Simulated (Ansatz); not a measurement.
Consider the homolysis of the C–Si bond: `FC[SiH2]S` → `[CH2]F`• + `[SiH2]S`•.

Gas-phase electronic energies from Ansatz, PBE0-D4/def2-TZVP geometries. CCSD(T)/CBS adds triple-zeta CCSD(T) − MP2 to the extrapolated MP2 energy (def2 sets, frozen cores). This one scheme is used for every species. Open shells (•) are unrestricted, without spin–orbit coupling. Each species was taken in one conformer, which may not be the lowest.

`FC[SiH2]S`:

```xyz
9

F     0.258   -0.965    1.602
C     0.962   -0.304    0.598
Si   -0.250    0.681   -0.471
S    -1.669   -0.618   -1.390
H     1.497   -1.053    0.006
H     1.701    0.350    1.074
H     0.493    1.330   -1.580
H    -0.909    1.706    0.378
H    -2.084   -1.127   -0.216
```

`[CH2]F`•:

Cartesian coordinates in Å:
```
C -0.038 -0.039 -0.136
F -0.528 0.799 0.774
H -0.264 -1.083 0.034
H 0.830 0.323 -0.672
```

`[SiH2]S`•:

Z-matrix (Å, degrees):
```
Si
S 1 2.132
H 1 1.492 2 111.4
H 1 1.488 2 105.0 3 119.6
H 2 1.344 1 94.7 3 53.7
```

| species | MP2/CBS(def2) energy (Eh) |
| --- | --- |
| `FC[SiH2]S` | -827.64336 |
| `[CH2]F`• | -138.93174 |
| `[SiH2]S`• | -688.56973 |

**Question.** Work out ΔE.

**Answer.** ΔE = (-138.93174) + (-688.56973) − (-827.64336) = 0.14189 Eh = +372.5 kJ/mol. CCSD(T)/CBS gives +360.0 kJ/mol.

**Question.** What do rigid-rotor, harmonic-oscillator terms from PBE0-D4/def2-TZVP frequencies (298.15 K, 1 bar) make of the CCSD(T)/CBS value? (Estimate.)

**Answer.** Ansatz gave: ΔZPE = -19.0 kJ/mol, ΔH = +345.4 kJ/mol, ΔS = 176 J/(mol·K), ΔG = +292.8 kJ/mol. Open shells count their whole term as degenerate.

Largest T1 diagnostic among the species: 0.016.

From PBE to PBE0 (25 % exact exchange), in def2-TZVPP and without D4, ΔE moves by +3.5 kJ/mol. In def2-TZVPP, CCSD(T) changes the Hartree–Fock value by +96.7 kJ/mol (the triples alone add +6.8 kJ/mol) and MP2 by +109.3 kJ/mol; breaking electron pairs costs correlation energy, which Hartree–Fock lacks.
